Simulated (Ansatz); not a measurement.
The cluster Cr2O⁺. Charge 1, multiplicity 2. Geometry PBE0-D4/def2-TZVP.

```xyz
3

Cr   -0.153   -1.091   -1.376
Cr    0.160    1.141    1.441
O    -0.007   -0.051   -0.065
```

The 6-31G sets use Cartesian d functions. B3LYP takes the VWN-RPA correlation. At PBE-D4/def2-SVP, PBE-D4/def2-TZVP, revPBE-D4/def2-TZVP, r2SCAN-D4/def2-TZVP and others the charge 1 doublet is spin-contaminated (final ⟨S²⟩ up to 4.77, 0.75 for a pure state). At PBE-D4/def2-SVP, PBE-D4/def2-TZVP, revPBE-D4/def2-TZVP, r2SCAN-D4/def2-TZVP an occupied level lies above an empty one. The structure comes from a short search, and lower isomers may exist.

Task: Estimate the α-spin orbital energies around the gap (eV) in Ansatz with PBE-D4/def2-SVP, PBE-D4/def2-TZVP, revPBE-D4/def2-TZVP, r2SCAN-D4/def2-TZVP, B3LYP-D4/6-31G.

Result: 
```csv
orbital,PBE-D4/def2-SVP,PBE-D4/def2-TZVP,revPBE-D4/def2-TZVP,r2SCAN-D4/def2-TZVP,B3LYP-D4/6-31G
HOMO−13,-51.73,-51.78,-51.74,-53.48,-54.20
HOMO−12,-51.66,-51.71,-51.67,-53.44,-54.17
HOMO−11,-50.68,-50.69,-50.65,-51.84,-53.28
HOMO−10,-50.18,-50.20,-50.16,-51.32,-52.64
HOMO−9,-49.08,-49.09,-49.06,-50.19,-51.44
HOMO−8,-26.50,-27.17,-27.16,-28.43,-28.89
HOMO−7,-14.15,-14.37,-14.27,-14.54,-14.97
HOMO−6,-12.85,-13.10,-13.00,-13.40,-13.69
HOMO−5,-12.34,-12.63,-12.53,-12.83,-13.25
HOMO−4,-9.14,-9.33,-9.26,-9.40,-9.70
HOMO−3,-9.14,-9.32,-9.26,-9.40,-9.65
HOMO−2,-9.10,-9.27,-9.20,-9.34,-9.55
HOMO−1,-8.96,-9.14,-9.07,-9.25,-9.55
HOMO,-8.91,-9.11,-9.04,-9.12,-8.88
LUMO,-7.46,-7.66,-7.54,-7.17,-7.21
LUMO+1,-7.40,-7.58,-7.50,-7.01,-6.02
LUMO+2,-7.13,-7.35,-7.31,-6.55,-5.85
LUMO+3,-6.88,-7.10,-6.99,-6.32,-5.05
LUMO+4,-6.80,-7.02,-6.93,-6.24,-4.92
LUMO+5,-6.38,-6.57,-6.48,-5.84,-4.76
β HOMO,-9.34,-9.54,-9.48,-10.09,-10.70
β LUMO,-9.18,-9.35,-9.25,-9.35,-7.85
```
